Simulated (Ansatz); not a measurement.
Si₄Ni⁺. Total charge 1; doublet. Geometry PBE-D4/def2-SVP; atoms count from 1.

```xyz
5

Ni   -0.542   -1.178   -0.403
Si   -0.138    0.387    1.352
Si    0.679    0.788   -0.954
Si   -1.613    0.900   -0.454
Si    1.614   -0.897    0.458
```

No other spin state of charge 1 was run. Another isomer (doublet) lies 0.18 eV lower at PBE0-D4/def2-TZVP; other spin states weren't run for this one.

**Question.** Estimate the Mulliken populations from the PBE0/def2-TZVP orbitals of Ansatz.

**Answer.** 
```csv
atom,charge (e),spin (α − β),d electrons
Ni1,0.28,0.76,8.88
Si2,0.20,0.15,–
Si3,0.20,0.16,–
Si4,0.17,-0.03,–
Si5,0.17,-0.03,–
```
Mulliken values and Mayer orders depend strongly on the basis.

**Question.** Where does the spin sit?

**Answer.** Summed by element: Ni 0.76, Si 0.24, of 1 unpaired in all. Largest on single atoms: Ni1 0.76, Si3 0.16, Si2 0.15.

**Question.** And the Mayer bond orders between bonded heavy atoms (over 0.3)?

**Answer.** Ni1–Si2 0.68 (2.39 Å); Ni1–Si3 0.68 (2.38 Å); Ni1–Si4 0.61 (2.34 Å); Ni1–Si5 0.61 (2.34 Å); Si2–Si3 0.69 (2.48 Å); Si2–Si4 0.86 (2.39 Å); Si2–Si5 0.91 (2.35 Å); Si3–Si4 0.91 (2.35 Å); Si3–Si5 0.86 (2.39 Å). Values over 0.3 also appear between atoms too far apart for a bond (Si4–Si5 0.44 at 3.80 Å); they arise where an orbital or an unpaired electron spreads over both atoms.
